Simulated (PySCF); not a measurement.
## Molecular orbitals of LiCd

TPSS at R = 3.079 Å; basis Li def2-SVPD, Cd def2-SVPD with ECP28; scalar-relativistic core potentials; PySCF 2.14. State: ²Σ⁺ (doublet), unpaired electrons σ ↑. Only the outer orbitals are listed, counted within each symmetry, core potentials removing the inner ones.

| spin | orbital | occ. | ε (eV) | on Li (%) | main shells (%) |
| --- | --- | --- | --- | --- | --- |
| α | 3σ | 1 | -52.60 | 100 | 100 Li s |
| α | 4σ | 1 | -11.78 | 0 | 100 Cd d |
| α | 1δ | 1 | -11.77 | 0 | 100 Cd d |
| α | 1δ | 1 | -11.77 | 0 | 100 Cd d |
| α | 2π | 1 | -11.76 | 0 | 100 Cd d |
| α | 2π | 1 | -11.76 | 0 | 100 Cd d |
| α | 5σ | 1 | -6.08 | 12 | 88 Cd s |
| α | 6σ | 1 | -2.99 | 76 | 74 Li s, 20 Cd p |
| α | 3π | 0 | -1.69 | 60 | 60 Li p, 40 Cd p |
| α | 3π | 0 | -1.69 | 60 | 60 Li p, 40 Cd p |
| α | 7σ | 0 | -1.59 | 59 | 48 Li p, 39 Cd p, 11 Li s |
| β | 3σ | 1 | -52.38 | 100 | 100 Li s |
| β | 1δ | 1 | -11.76 | 0 | 100 Cd d |
| β | 1δ | 1 | -11.76 | 0 | 100 Cd d |
| β | 4σ | 1 | -11.73 | 0 | 100 Cd d |
| β | 2π | 1 | -11.73 | 0 | 100 Cd d |
| β | 2π | 1 | -11.73 | 0 | 100 Cd d |
| β | 5σ | 1 | -5.85 | 9 | 90 Cd s |
| β | 6σ | 0 | -3.18 | 92 | 70 Li s, 23 Li p |
| β | 3π | 0 | -1.59 | 64 | 64 Li p, 36 Cd p |
| β | 3π | 0 | -1.59 | 64 | 64 Li p, 36 Cd p |

Task: Which are the highest filled and the lowest empty level, where do they sit, and how wide is the gap?

Result: Highest filled α 6σ at -2.99 eV (in %: 74 Li s, 20 Cd p); lowest empty β 6σ at -3.18 eV (in %: 70 Li s, 23 Li p); the gap at TPSS is -0.19 eV.

| Item | Value |
| --- | --- |
| bond order (Mayer) | 0.55 |
| ⟨S²⟩ | 0.751 |
| charge on Li (Mulliken, basis-dependent) | 0.02 |
| charge on Li (Löwdin, basis-dependent) | -0.08 |
| dipole moment (positive dipole means Li(−)Cd(+)) | -0.19 D |

Spin–orbit coupling is left out. Counting both spins, an empty level lies below a filled one in this solution, because spin and occupation are held. The state is the lowest determinant that a PBE0 search found; another state may lie lower at other levels.
